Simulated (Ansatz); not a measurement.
Z-matrix (Å, degrees):
```
C
Si 1 1.867
B 1 1.521 2 123.5
S 1 1.921 2 114.2 3 -68.4
H 1 1.090 2 115.7 3 159.6
H 2 1.488 1 109.3 3 -104.7
H 2 1.486 1 110.6 3 135.3
H 2 1.485 1 108.8 3 15.1
F 3 1.305 1 145.1 2 80.2
```

Total charge 0; spin multiplicity 1.

List the PBE0/def2-TZVPP orbital energies in eV (Ansatz). (An estimate is asked.)

Computed: Occupied: -2422.76, -1802.72, -675.03, -279.23, -218.09, -187.01, -161.93, -161.81, -161.75, -145.07, -99.72, -99.72, -99.71, -34.72, -22.90, -17.89, -16.09, -15.06, -13.85, -13.60, -13.10, -11.17, -10.34, -9.88, -9.24, -8.37, -7.55. Lowest empty: -0.79, -0.65, 0.45, 1.13, 1.46, 1.61, 1.96, 2.13.
